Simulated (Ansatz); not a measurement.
# Worked example: the barrier

An elementary step of SiH₃Cl₃O, singlet (SiHCl₃O ([OH][Si]([Cl])([Cl])[Cl]) + H₂ → SiHCl₃ ([Cl][SiH]([Cl])[Cl]) + H₂O; bonds formed: Si1–H7, O2–H6; bonds broken: Si1–O2, H6–H7). “Start” is the structure reached by relaxing down from the saddle towards the reactants; PBE0-D4/def2-TZVP structures. The saddle:

```
8
angstrom
Si -0.4588 0.2625 0.0121
O 1.1266 -0.4512 -0.4443
Cl -1.3206 -0.3429 -1.8002
Cl -0.7250 2.2835 -0.1345
Cl -1.6666 -0.7858 1.2986
H 1.2458 -0.1552 0.6467
H 0.5971 0.5079 1.2879
H 1.2015 -1.3188 -0.8664
```

Ansatz 0.2.0; basis: def2-TZVPP and def2-QZVPP; cores frozen in the correlated methods.

Energies in eV:

| quantity | saddle | start |
| --- | --- | --- |
| Hartree–Fock, triple zeta (X = 3) | -47462.14425 | -47465.31123 |
| Hartree–Fock, quadruple zeta (X = 4) | -47463.53150 | -47466.71456 |
| MP2 correlation, X = 3 | -26.48198 | -25.81693 |
| MP2 correlation, X = 4 | -28.99023 | -28.29783 |
| CCSD(T) correlation, X = 3 | -29.05390 | -28.41388 |

Task: Work out the barrier at the basis limit: extrapolate Hartree–Fock as E(X) = E∞ + A exp(−7.88 √X) and the MP2 correlation as E(X) = E∞ + B X^−2.97 (the exponents that Neese and Valeev fitted for def2-TZVPP and QZVPP), then add CCSD(T) − MP2 in triple zeta.

Result: Each step is linear, so take the differences first (saddle − start): Hartree–Fock 3.16698 (X = 3) and 3.18306 (X = 4); MP2 correlation -0.66505 and -0.69240; CCSD(T) correlation -0.64002.
Two points give E∞ = E(4) + w [E(4) − E(3)], with w = 1/(exp(7.88 (2 − √3)) − 1) = 0.1377 for Hartree–Fock and w = 1/((4/3)^2.97 − 1) = 0.7407 for the correlation.
Hartree–Fock: 3.18306 + 0.1377 × 0.01608 = 3.1853 eV.
MP2 correlation: -0.69240 + 0.7407 × (-0.02735) = -0.7127 eV.
CCSD(T) − MP2: -0.64002 − (-0.66505) = 0.0250 eV.
Sum: 3.1853 + (-0.7127) + 0.0250 = 2.4976 eV, or 57.60 kcal/mol. Plain CCSD(T) in triple zeta gives 2.5270 eV, so the larger basis shifts the result by -0.0294 eV.

T1 diagnostic: at most 0.011.

Labels in which every atom is bracketed show which atoms are joined, not bond orders.

For scale, one of the runs: CCSD(T)/def2-TZVPP, 241 basis functions, launched by `ansatz run in.yaml --threads 8 --pin off --events-out ev --progress --plain --max-ram 19148MiB`. The run took 69 s on 8 CPU threads of an Arm Neoverse V1 (shared host), with 4.3 GiB of host memory at its peak.
